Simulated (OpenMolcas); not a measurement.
Ta2+: moving or changing the point charges

Ta2+ among 6 point charges of -1 e arranged as an octahedron (Oh), 2.19 Å from the ion.

```json
{
  "Program": "OpenMolcas 26.06",
  "Method": "SS-CASPT2, IPEA 0.25 Eh, imaginary shift 0.1 Eh (closed shells correlated: 4f 5s 5p)",
  "Basis": "ANO-RCC-VDZP [7s6p4d2f1g]",
  "Scalar Hamiltonian": "DKH2, point nucleus",
  "Active space": "3 electrons in 5 orbitals (5d)",
  "State averaging": "2S+1 = 4 even, 10 roots; 2S+1 = 2 even, 40 roots",
  "Spin-orbit coupling": "state interaction with AMFI integrals over the reference wave functions"
}
```

Runs around this geometry, states (labels of O, the rotations of Oh). Energies in cm-1 above the lowest state or level, χT in cm3 K/mol.

```
R (Å)  q (e)  Ground state  First state of that spin  First gap with spin-orbit (degeneracies)  χT at 300 K  First state of another spin
 2.19   -0.8           4A2                  4T2 8200                               6880 (4, 4)        0.767                     2E 10410
 2.19     -1           4A2                 4T2 10400                               8130 (4, 4)        0.948                     2E 10410
 2.43     -1           4A2                  4T2 6770                               5890 (4, 4)        0.617                     2E 10420
```

Taking the first state of the same spin as R^-n, n = -ln(6770 / 10400) / ln(2.43 / 2.19) = 4.1 between the shortest and longest distance.

Scaling the charges by -0.8 / -1 = 0.80 scales the first state of the same spin by 8200 / 10400 = 0.79; with fixed orbitals a first-order splitting would follow the charge.

Roots that are degenerate in the reference are averaged as groups; the widest CASPT2 spread within a group is 600 cm-1 (the 3-fold group of multiplicity 2 near 49100 cm-1 above the lowest state of its run, R = 2.19, q = -1). Shifts and gaps below about the spread of the groups concerned are not significant. Free-ion shares, where given, are those of the reference states; single-state CASPT2 does not remix them. This is an electrostatic model: the charges have no orbitals. No measured value stands beside these numbers.
